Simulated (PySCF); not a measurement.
Mn(2+): excitation energy

Mn(2+) [Ar] 3d5 (6S) → Mn(2+) [Ar] 3d4 4s1 (6D), as a difference of total energies. Calculation: PySCF 2.14, in x2c-QZVPPall; scalar relativity by spin-free X2C-1e. Correlated levels: valence: [Ar] frozen; valence and next inner shell: [Ne] frozen. The calculations carry no spin-orbit coupling.

```json
{"method": "UHF", "excitation energy (eV)": "7.252"}
{"method": "LDA", "excitation energy (eV)": "7.709"}
{"method": "PBE", "excitation energy (eV)": "7.536"}
{"method": "r2SCANh", "excitation energy (eV)": "7.658"}
{"method": "wB97X", "excitation energy (eV)": "7.915"}
{"method": "M06-2X", "excitation energy (eV)": "7.670"}
{"method": "B3LYP", "excitation energy (eV)": "7.472"}
{"method": "MP2 (valence)", "excitation energy (eV)": "7.753"}
{"method": "SCS-MP2 (valence)", "excitation energy (eV)": "7.419"}
{"method": "MP2 (valence and next inner shell)", "excitation energy (eV)": "7.910"}
{"method": "SCS-MP2 (valence and next inner shell)", "excitation energy (eV)": "7.604"}
```

Q: Estimate what r2SCAN gives.

A: 7.635 eV, closest to r2SCANh among the rows shown.

Q: Estimate what PBE0 gives.

A: 7.655 eV, closest to r2SCANh among the rows shown.

A first-order spin-orbit estimate (lowest level to lowest level, LS coupling) adds -0.072 eV.

The basis was made for the ground configuration and has no added diffuse functions, so the excitation energy can come out too high.
